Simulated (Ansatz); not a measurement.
System: C3H5Cl, charge 0, singlet. C3H5Cl (SMILES ClCC=C).
B3LYP-D3(BJ)/def2-TZVP minimum from Ansatz (a first-principles code):
```xyz
9

C     -2.1642    -0.0739    -0.5893
C     -1.0423    -0.6247    -0.1452
C      0.3064    -0.2573    -0.6484
Cl     1.3317     0.4369     0.6866
H     -2.1537     0.7014    -1.3467
H     -3.1319    -0.3786    -0.2132
H     -1.0721    -1.3903     0.6228
H      0.2594     0.4987    -1.4278
H      0.8592    -1.1222    -1.0096
```
Charge 0, spin multiplicity 1.

Total energies in hartree (Ansatz). Open shells are spin-unrestricted; no spin-orbit coupling. Correlated methods leave the cores frozen. No relativity. For partners of very few electrons the exact lower level stands in for a higher one.

```csv
species,HF/cc-pV(T+d)Z,CCSD(T)/cc-pV(T+d)Z,HF/cc-pV(Q+d)Z,CCSD(T)/cc-pV(Q+d)Z,CCSD(T)/cc-pV(D+d)Z,CCSDT(Q)/cc-pV(D+d)Z
1: C3H5Cl (SMILES C=CCCl),-576.05378,-576.81704,-576.06498,-576.87505,-576.61976,-576.62207
2: C (triplet),-37.69157,-37.78076,-37.69331,-37.78654,-37.76038,-37.76071
3: Cl (doublet),-459.48556,-459.67356,-459.48916,-459.69449,-459.60403,-459.60445
4: H (doublet),-0.49981,-0.49981,-0.49995,-0.49995,-0.49928,-0.49928
```

**Question.** Work out the atomisation energy (electronic, to ground-state atoms) in kcal/mol: take Hartree-Fock from cc-pV(Q+d)Z, extrapolate the CCSD(T) correlation energy as X^-3 (X = 3, 4), and add CCSDT(Q) - CCSD(T) in cc-pV(D+d)Z. 1 hartree = 627.51 kcal/mol.

**Answer.** 
Species 1: correlation (64·(-0.81007) - 27·(-0.76326))/37 = -0.84423; step -0.00231; E1 = -576.06498 + (-0.84423) + (-0.00231) = -576.91152
Species 2: correlation (64·(-0.09323) - 27·(-0.08919))/37 = -0.09618; step -0.00033; E2 = -37.69331 + (-0.09618) + (-0.00033) = -37.78982
Species 3: correlation (64·(-0.20533) - 27·(-0.18800))/37 = -0.21798; step -0.00042; E3 = -459.48916 + (-0.21798) + (-0.00042) = -459.70756
Species 4: correlation (64·(0.00000) - 27·(0.00000))/37 = 0.00000; step +0.00000; E4 = -0.49995 + (0.00000) + (+0.00000) = -0.49995
-1·E1 +3·E2 +1·E3 +5·E4 = 1.33475 hartree = 837.6 kcal/mol.
